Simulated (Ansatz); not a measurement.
MoI4⁺. Total charge 1; doublet. Geometry r2SCAN-D4/def2-SVP, that of the neutral triplet; atoms count from 1.

```tsv
atom	x (Å)	y (Å)	z (Å)
Mo1	0.000	0.000	0.000
I2	0.410	-0.474	2.512
I3	-1.711	1.927	-0.246
I4	-0.930	-2.130	-1.139
I5	2.231	0.677	-1.126
```

In the def2 sets I, Mo take a core potential; there is no spin–orbit coupling.

(1) Estimate the Mulliken populations from the PBE0/def2-TZVP orbitals of Ansatz.

(2) Where does the spin sit?

(3) And the Mayer bond orders between bonded heavy atoms (over 0.3)?

## Answers

(1) 
```
atom  charge (e)  spin (α − β)  d electrons
 Mo1        0.57          1.06         4.39
  I2        0.11         -0.02            –
  I3        0.11         -0.02            –
  I4        0.11         -0.02            –
  I5        0.11         -0.02            –
```
Mulliken values and Mayer orders depend strongly on the basis.

(2) Summed by element: Mo 1.06, I -0.06, of 1 unpaired in all. Largest on single atoms: Mo1 1.06, I4 -0.02, I2 -0.02.

(3) Mo1–I2 1.50 (2.59 Å); Mo1–I3 1.50 (2.59 Å); Mo1–I4 1.50 (2.59 Å); Mo1–I5 1.50 (2.59 Å).
